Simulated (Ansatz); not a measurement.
Input file for Ansatz (a program for electronic structure): U-B3LYP-D3(BJ)/def2-TZVP on NH2 (SMILES [NH2+]), 2S+1 = 3, a spin state set in the input, which need not be the lowest. Charge +1.

Ansatz 0.2 input:
```yaml
crystal:
  periodic: [false, false, false]
  atoms:
    - {symbol: N, position_ang: [0.00000163, -0.00002746, -0.00000000]}
    - {symbol: H, position_ang: [-1.03578227, -0.00270892, 0.00000000]}
    - {symbol: H, position_ang: [1.03578064, 0.00273638, -0.00000000]}
basis:
  gaussian:
    orbitals: def2-TZVP
hamiltonian:
  xc: b3lyp
  dispersion: d3bj
total_charge: 1
magnetization: {spin_polarized: true, initial_magnetization: 2}
relax: {f_tol: 0.003, max_steps: 120}
```

### Question
Predict the final total energy.

### Answer
-55.4891 hartree.

### Question
How many basis functions does it have, and what does it roughly cost on one machine?

### Answer
43 functions; about 7 core-seconds (a rough figure).
